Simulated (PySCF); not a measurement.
Isomers of C4H7FO2Si, mass 134.020 u with the commonest isotopes. Method: CAM-B3LYP/def2-SVPD in PySCF (dipole) on a GFN2-xTB geometry, gas phase. One conformer each, none proved a minimum here; rigid rotors.

Question: Order these by rotational constant B, largest first.
A. `[O:1]=[CH:2][O:3][Si@H:4]([F:5])[CH:6]1[CH2:7][CH2:8]1` with O1–C2–O3–Si4 1°, C2–O3–Si4–F5 179°, O3–Si4–C6–C7 169°
B. `[O:1]=[C:2]([OH:3])[C@@H:4]1[CH2:5][SiH2:6][C@H:7]1[F:8]` with O1–C2–O3–H 1°, O1–C2–C4–C5 36°, C2–C4–C5–Si6 -131°, C4–C5–Si6–C7 10°, C5–Si6–C7–F8 -126°, C2–C4–C7–Si6 133°
C. `[O:1]=[C:2]1[CH2:3][SiH2:4][O:5][C@@H:6]1[CH2:7][F:8]` with O5–C6–C7–F8 -67°, O1–C2–C3–Si4 162°, C2–C3–Si4–O5 8°, C3–Si4–O5–C6 6°, Si4–O5–C6–C7 103°

Answer: C (1757 MHz), B (1248 MHz), A (1201 MHz).

Question: Order these by radius of gyration √(Σ m r²/M), smallest first.
A. `[O:1]=[C:2]([OH:3])[C@@H:4]1[CH2:5][SiH2:6][C@H:7]1[F:8]` with O1–C2–O3–H 1°, O1–C2–C4–C5 36°, C2–C4–C5–Si6 -131°, C4–C5–Si6–C7 10°, C5–Si6–C7–F8 -126°, C2–C4–C7–Si6 133°
B. `[O:1]=[CH:2][O:3][Si@H:4]([F:5])[CH:6]1[CH2:7][CH2:8]1` with O1–C2–O3–Si4 1°, C2–O3–Si4–F5 179°, O3–Si4–C6–C7 169°
C. `[O:1]=[C:2]1[CH2:3][SiH2:4][O:5][C@@H:6]1[CH2:7][F:8]` with O5–C6–C7–F8 -67°, O1–C2–C3–Si4 162°, C2–C3–Si4–O5 8°, C3–Si4–O5–C6 6°, Si4–O5–C6–C7 103°

Answer: C (1.839 Å), A (2.034 Å), B (2.064 Å).

Question: Order these by rotational constant C, smallest first.
A. `[O:1]=[CH:2][O:3][Si@H:4]([F:5])[CH:6]1[CH2:7][CH2:8]1` with O1–C2–O3–Si4 1°, C2–O3–Si4–F5 179°, O3–Si4–C6–C7 169°
B. `[O:1]=[C:2]([OH:3])[C@@H:4]1[CH2:5][SiH2:6][C@H:7]1[F:8]` with O1–C2–O3–H 1°, O1–C2–C4–C5 36°, C2–C4–C5–Si6 -131°, C4–C5–Si6–C7 10°, C5–Si6–C7–F8 -126°, C2–C4–C7–Si6 133°
C. `[O:1]=[C:2]1[CH2:3][SiH2:4][O:5][C@@H:6]1[CH2:7][F:8]` with O5–C6–C7–F8 -67°, O1–C2–C3–Si4 162°, C2–C3–Si4–O5 8°, C3–Si4–O5–C6 6°, Si4–O5–C6–C7 103°

Answer: A (946.5 MHz), B (979.2 MHz), C (1311 MHz).

```json
{"SMILES": "O=C1C[SiH2]O[C@@H]1CF", "point group": "C1", "Ia (u·Å²)": "233.27", "Ib (u·Å²)": "287.71", "Ic (u·Å²)": "385.35", "κ": "0.04", "μa (D)": "1.32", "μb (D)": "1.00", "μc (D)": "0.18"}
{"SMILES": "O=C(O)[C@@H]1C[SiH2][C@H]1F", "point group": "C1", "Ia (u·Å²)": "187.19", "Ib (u·Å²)": "405.07", "Ic (u·Å²)": "516.14", "κ": "-0.69", "μa (D)": "0.29", "μb (D)": "0.82", "μc (D)": "0.84"}
{"SMILES": "O=CO[Si@H](F)C1CC1", "point group": "C1", "Ia (u·Å²)": "186.98", "Ib (u·Å²)": "420.65", "Ic (u·Å²)": "533.95", "κ": "-0.71", "μa (D)": "1.01", "μb (D)": "0.40", "μc (D)": "0.44"}
```
